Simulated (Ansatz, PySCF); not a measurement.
Noncovalent pair: CH4 (SMILES C) (first 5 atoms) with CH6Si (SMILES C[SiH3]); geometry from B3LYP-D3(BJ)/def2-TZVP, rigid monomers moved along the line of their centres of mass till C1···Si7 is 5.47 Å.
(charge 0, multiplicity 1):
```
atom    x (Å)    y (Å)    z (Å)
----  -------  -------  -------
C     -0.0874   0.0124   0.3210
H     -0.3336  -0.4011  -0.6560
H      0.5725  -0.6746   0.8487
H      0.4121   0.9719   0.1923
H     -1.0019   0.1511   0.8959
C      0.6351   1.1338   5.5431
Si    -0.1681  -0.5463   5.7662
H      0.7222   1.3848   4.4852
H      1.6359   1.1462   5.9785
H      0.0457   1.9132   6.0295
H     -1.5293  -0.5602   5.1776
H     -0.2820  -0.8811   7.2072
H      0.6350  -1.6042   5.1063
```

Counterpoise-corrected where a basis set is named; no monomer relaxation.

Frozen-core correlation.

Programs: Ansatz (Gaussian orbitals); PySCF for the dispersion terms. Values without a source in brackets are computed.

PBE/def2-TZVPPD gives -4.4 meV for the interaction energy.

Question: Where do these levels fall relative to PBE: PBE-D3(BJ)/def2-TZVPPD, r2SCAN/def2-TZVPPD, B3LYP/def2-TZVPPD, wB97M-V/def2-TZVPPD, MP2/aug-cc-pV(D+d)Z, CCSD(T)/aug-cc-pV(D+d)Z.

Answer: PBE-D3(BJ)/def2-TZVPPD -9.1; r2SCAN/def2-TZVPPD 1.1; B3LYP/def2-TZVPPD 6.8; wB97M-V/def2-TZVPPD -5.8; MP2/aug-cc-pV(D+d)Z -4.9; CCSD(T)/aug-cc-pV(D+d)Z -5.1 meV. 2 of 6 lie above PBE; the widest gap is to PBE-D3(BJ)/def2-TZVPPD.

Ansatz is a program for electronic structure.
